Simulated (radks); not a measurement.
Values are calculated unless marked as measured or tabulated.
Problem. Excited configurations of I: one electron is placed in a higher orbital outside [Kr] 4d10 5s2 5p4. The ground configuration is [Kr] 4d10 5s2 5p5. Code: a radial shooting solver on a logarithmic mesh with Libxc functionals. Model: scalar-relativistic Kohn-Sham, PBE, spin-polarised, spherical densities, finite nucleus; open shells are filled with parallel spins first (spin-orbit coupling, left out, can overturn this in heavy ions); Fermi nuclear charge, rms radius 4.75 fm. Excitation = E - E(ground); binding = E(ion) - E, where the ion is the core of charge +1; n* = 1/sqrt(2 binding) in atomic units, and the quantum defect is n - n*.

outer orbital  excitation (eV)  binding (eV)     n*  quantum defect  eigenvalue (eV)  <r> (bohr)
5d                       8.250         2.302  2.431           2.569           -0.661       6.492
5f                       9.872         0.680  4.472           0.528           -0.405       27.83
6s                       6.777         3.776  1.898           4.102           -2.153       5.939
6p                       8.058         2.495  2.335           3.665           -1.386       8.023
6f                      10.054         0.499  5.223           0.777           -0.321       41.60

Estimate the row for 6d.

Solution. excitation (eV) 9.196; binding (eV) 1.357; n* 3.167; quantum defect 2.833; eigenvalue (eV) -0.749; <r> (bohr) 13.71. The Delta-SCF ionisation energy is 10.553 eV (NIST Atomic Spectra Database: 10.451 eV, measured). Self-interaction in the functional shifts the binding energies and quantum defects, so they are the method's values and not measured ones. Open shells are spherical and high-spin; term and fine-structure splittings are not resolved. Spin-orbit splitting is averaged out at the scalar-relativistic level.
